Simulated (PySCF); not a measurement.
CH2ClNO3Si, SMILES O=C=N[Si](O)(Cl)O.

Geometry: PBE-D3(BJ)/def2-SVP. This is a generated structure with no PubChem entry under its InChIKey; it may be hypothetical. One conformer was computed; it need not be the lowest.

Two levels are set side by side: PBE/def2-TZVP (PySCF) and r2SCAN/def2-TZVP (PySCF). Same geometry, gas phase. Differences are taken from unrounded values.

```tsv
quantity	r2SCAN
orbital gap (eV)	7.29
highest occupied level (eV)	-7.87
lowest empty level (eV)	-0.58
dipole moment (D)	2.44
mean polarisability (bohr³)	60.6
```

What does PBE give, and how far is it from r2SCAN? (An estimate is asked for; the answer gives what the named calculation found.)


```
quantity                       PBE  PBE minus r2SCAN
---------------------------  -----  ----------------
orbital gap (eV)              6.61             -0.68
highest occupied level (eV)  -7.52              0.35
lowest empty level (eV)      -0.91             -0.32
dipole moment (D)             2.39             -0.06
mean polarisability (bohr³)   62.9               2.4
```

Rough cost on one machine, each run with all the roots and properties that it gave: r2SCAN against PBE about 3 times.
